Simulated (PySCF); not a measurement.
**Deuteron quadrupole couplings in `Cc1cc(C)c(C)c(F)c1`**

Compound: C₉H₁₁F.
Numbering: `[CH3:1][c:2]1[cH:3][c:4]([CH3:5])[c:6]([CH3:7])[c:8]([F:9])[cH:10]1` (hydrogens: H11, H12, H13 on C1; H14 on C3; H15, H16, H17 on C5; H18, H19, H20 on C7; H21 on C10)

Geometry (GFN2-xTB, Å), atoms numbered from 1 in this order:
```xyz
21
C9H11F angstrom
C      3.1597   -0.3488    0.0377
C      1.7054    0.0108    0.0348
C      0.7291   -0.9644   -0.1194
C     -0.6241   -0.6602   -0.1085
C     -1.6434   -1.7418   -0.2942
C     -1.0378    0.6634    0.0687
C     -2.4871    1.0395    0.0908
C     -0.0469    1.6224    0.2212
F     -0.4065    2.9196    0.3893
C      1.3018    1.3262    0.2065
H      3.3495   -1.2006   -0.6110
H      3.7665    0.4904   -0.2929
H      3.4745   -0.6173    1.0466
H      1.0327   -1.9928   -0.2557
H     -1.1633   -2.7109   -0.3995
H     -2.2404   -1.5522   -1.1857
H     -2.3239   -1.7809    0.5553
H     -3.0013    0.5260    0.9027
H     -2.6027    2.1110    0.2287
H     -2.9695    0.7542   -0.8434
H      2.0189    2.1231    0.3275
```

Level: PBE0/pcSseg-1 (PySCF, non-relativistic); Q(2H) = 0.00286 b; rigid geometry, the same for H and D, with no vibrational averaging.

Q: Give the electric field gradient Vzz (the principal value of largest size), its asymmetry and the 2H coupling at each hydrogen.

A: 
```
atom  bonded to  bond length (Å)  Vzz (au)     η  χzz (kHz)
 H11         C1            1.087    0.3143  0.03        211
 H12         C1            1.087    0.3145  0.03        211
 H13         C1            1.090    0.3099  0.01        208
 H14         C3            1.081    0.3260  0.09        219
 H15         C5            1.087    0.3154  0.03        212
 H16         C5            1.089    0.3112  0.02        209
 H17         C5            1.089    0.3116  0.02        209
 H18         C7            1.090    0.3115  0.02        209
 H19         C7            1.086    0.3114  0.03        209
 H20         C7            1.089    0.3118  0.02        210
 H21        C10            1.079    0.3300  0.08        222
```

Q: How does χzz go with the bond length over the 11 C–H bonds?

A: A straight-line fit has a slope of -11.5 kHz for each 0.01 Å, with a correlation coefficient of -0.97, over lengths from 1.079 to 1.090 Å. The longer bonds have the smaller couplings here.

Q: Give the 2H NMR doublet splittings at H13 for a magnetic field along the z, y and x axes of the gradient: 3χ/2, 3χ(1 + η)/4, 3χ(1 − η)/4.

A: With |χ| = 208.3 kHz and η = 0.014: 312, 158 and 154 kHz, to first order and without motion.

Isolated species at its GFN2-xTB geometry, gas phase. GFN2-xTB frequencies show an imaginary mode (20i cm⁻¹), so this geometry is no minimum at that level. GFN2-xTB bond lengths can be off by several hundredths of an ångström, more for odd bonds, and the gradients follow them. The basis is small and wasn't made for field gradients, so the couplings can be 20 % off.
